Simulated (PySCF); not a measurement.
Run record for `F[C@H](OCCC)C`: PBE0/pcSseg-0, full TDDFT, 3 singlets.

Method: TDDFT PBE0/pcSseg-0, vertical, gas phase, core orbitals frozen in the response (PySCF 2.14.0, density-fitted response routines). Geometry: GFN2-xTB. The input is one job of a driver script: a line of settings, then coordinates in Å.

Command:
```bash
OMP_NUM_THREADS=1 python probes_run.py task.json out
```

Input:
```
{"job": {"kind": "uv", "xc": "PBE0", "basis": "pcSseg-0", "nstates": 3, "ntriplets": 5, "tda": false}, "charge": 0, "multiplicity": 1}
C     -2.879525    -0.143826    -0.077603
C     -1.402261    -0.472994     0.091589
C     -0.569314     0.155534    -1.025369
O      0.791031    -0.255272    -1.031835
C      1.613359     0.308718    -0.095944
C      3.063477     0.059322    -0.470106
F      1.385482    -0.257593     1.159534
H     -3.457914    -0.592186     0.725629
H     -3.038599     0.932099    -0.055811
H     -3.251361    -0.525419    -1.025974
H     -1.254506    -1.553953     0.066577
H     -1.051572    -0.112031     1.059483
H     -0.951434    -0.161425    -1.999247
H     -0.620799     1.252824    -0.965849
H      1.400688     1.385272     0.049623
H      3.212919    -1.007707    -0.606919
H      3.289756     0.575388    -1.397246
H      3.711815     0.419567     0.323052
```

Output:
```
coarse grid: 14424 points
cycle   1  E = -370.9219525842  dE =  6.360e-01  |g| = 6.636e-01  |ddm| = 3.808e+00
cycle   2  E = -370.8686502782  dE =  5.330e-02  |g| = 8.968e-01  |ddm| = 1.560e+00
cycle   3  E = -371.0088884876  dE = -1.402e-01  |g| = 4.916e-02  |ddm| = 8.540e-01
cycle   4  E = -371.0093041395  dE = -4.157e-04  |g| = 2.602e-02  |ddm| = 7.134e-02
cycle   5  E = -371.0094511558  dE = -1.470e-04  |g| = 4.702e-03  |ddm| = 2.997e-02
cycle   6  E = -371.0094550614  dE = -3.906e-06  |g| = 1.271e-03  |ddm| = 6.360e-03
final grid: 137944 points
cycle   7  E = -370.9450404098  dE = -2.745e-05  |g| = 7.024e-03  |ddm| = 2.627e-02
cycle   8  E = -370.9450346388  dE =  5.771e-06  |g| = 9.104e-03  |ddm| = 1.480e-02
cycle   9  E = -370.9450508950  dE = -1.626e-05  |g| = 9.791e-04  |ddm| = 8.975e-03
cycle  10  E = -370.9450510886  dE = -1.936e-07  |g| = 1.101e-04  |ddm| = 1.236e-03
cycle  11  E = -370.9450510902  dE = -1.562e-09  |g| = 7.546e-05  |ddm| = 1.945e-04
cycle  12  E = -370.9450510910  dE = -8.424e-10  |g| = 9.799e-06  |ddm| = 7.191e-05
converged SCF energy = -370.9450510910

Static polarisability (au): isotropic 53.571, principal 47.281 48.355 65.079

Singlet excitations
state   eV       nm        f      main configurations
  1   9.0023    137.7   0.02486   H->L 0.80, H->L+1 0.16
  2   9.3442    132.7   0.00278   H->L+1 0.80, H->L 0.17
  3   9.6669    128.3   0.08051   H-1->L 0.81, H-1->L+1 0.15

Triplet excitations (Tamm-Dancoff, eV): 8.5982 8.9862 9.1144 9.6277 9.7039
```

The SCF starts on a coarse grid where the log names one; the energy can jump when the final grid takes over, and dE then counts from the start density on the new grid. H and L stand for HOMO and LUMO; the number after each pair is its weight.

Q: Give the mean polarisability as a volume in Å³, and the ratio of the largest to the smallest principal value.

A: 53.571 au × 0.148185 = 7.94 Å³; 65.079/47.281 = 1.38.

Q: Give S1 in cm⁻¹ and kJ/mol.

A: 9.0023 eV × 8065.54 = 72608 cm⁻¹; × 96.485 = 868.6 kJ/mol.

In short: SCF converged in 12 cycles with 85 basis and 773 fitting functions; HOMO -8.12 eV, LUMO 2.22 eV; lowest singlet 9.00 eV; lowest triplet 8.60 eV (Tamm–Dancoff); mean polarisability 53.6 au.

Q: Estimate the wall time. Hardware: one thread, Arm Neoverse V1 (aarch64), no GPU, shared host with 32 logical CPUs at a one-minute load of 15. And the peak memory of the process?

A: About 9.6 s, with 0.56 GiB resident at the peak, the Python interpreter and its libraries included.

The values belong to the conformer `[CH3:1][CH2:2][CH2:3][O:4][C@H:5]([CH3:6])[F:7]`: C1–C2–C3–O4 -172°, C2–C3–O4–C5 -77°, C3–O4–C5–C6 -165°.
